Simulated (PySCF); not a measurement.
Isomers of C4H7F3O, one GFN2-xTB conformer each. Single-point energies are computed at PBE0/pcSseg-1 (PySCF, gas phase, no added dispersion term), electronic only.

| SMILES | GFN2-xTB relative energy (kcal/mol) |
| --- | --- |
| C[C@H](F)OCC(F)F | 2.0 |
| CCOC(F)(F)CF | 0.0 |

Conformers: `[CH3:1][C@H:2]([F:3])[O:4][CH2:5][CH:6]([F:7])[F:8]` with C1–C2–O4–C5 -162°, C2–O4–C5–C6 -66°, O4–C5–C6–F7 94°; `[CH3:1][CH2:2][O:3][C:4]([F:5])([F:6])[CH2:7][F:8]` with C1–C2–O3–C4 180°, C2–O3–C4–F5 -58°, O3–C4–C7–F8 180°.

What does PBE0/pcSseg-1 give for the same structures?

| SMILES | PBE0/pcSseg-1 E (Eh) | PBE0/pcSseg-1 (kcal/mol) | GFN2-xTB (kcal/mol) | point group |
| --- | --- | --- | --- | --- |
| CCOC(F)(F)CF | -530.79635 | 0.0 | 0.0 | Cs |
| C[C@H](F)OCC(F)F | -530.79146 | 3.1 | 2.0 | C1 |

Both levels put the same isomer lowest. 

Which frontier levels, dipoles and rotational constants go with these structures?

| SMILES | HOMO (eV, PBE0/pcSseg-1) | LUMO (eV) | dipole (D) | A, B, C (MHz) |
| --- | --- | --- | --- | --- |
| CCOC(F)(F)CF | -9.08 | 1.47 | 3.14 | 4420, 1110, 1069 |
| C[C@H](F)OCC(F)F | -8.72 | 1.44 | 2.50 | 4406, 1134, 989.2 |
